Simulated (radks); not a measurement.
Effect of the nuclear size on the cerium ion Ce3+, [Xe] 4f1. Method: Dirac Kohn-Sham, BLYP, spin-unpolarised, spherical densities, finite nucleus; open shells fill j = l - 1/2 first; Fermi nuclear charge, rms radius 4.8771 fm; computed with a radial shooting solver on a logarithmic mesh with Libxc functionals. The rms radius is varied about that value; shifts are against it.

| rms radius (fm) | total energy shift (eV) | density at nucleus (e/bohr^3) | 1s1/2 shift (meV) | 2s1/2 shift (meV) | 4p1/2 shift (meV) | 5s1/2 shift (meV) | 5p1/2 shift (meV) | 4f5/2 shift (meV) | 6s1/2 (empty) shift (meV) |
|---|---|---|---|---|---|---|---|---|---|
| 4.2138 | -2.66 | 3.949e+05 | -1100 | -135 | 0.359 | -1.08 | 0.090 | 0.219 | -0.219 |
| 4.5942 | -1.17 | 3.879e+05 | -486 | -59.5 | 0.158 | -0.476 | 0.040 | 0.096 | -0.097 |
| 4.8771 | 0 | 3.831e+05 | 0.000 | 0.000 | 0.000 | 0.000 | 0.000 | 0.000 | 0.000 |
| 5.0966 | 0.947 | 3.796e+05 | 393 | 48.1 | -0.128 | 0.385 | -0.032 | -0.078 | 0.078 |
| 5.6916 | 3.68 | 3.71e+05 | 1530 | 187 | -0.497 | 1.49 | -0.125 | -0.303 | 0.304 |

Slopes of the eigenvalues against <r^2> in GHz/fm^2, as finite differences over the two radii next to the reference (eigenvalue slopes, not the field-shift constants of lines): 1s1/2 43700, 2s1/2 5340, 4p1/2 -14.2, 5s1/2 42.7, 5p1/2 -3.58, 4f5/2 -8.66, 6s1/2 (empty) 8.69.
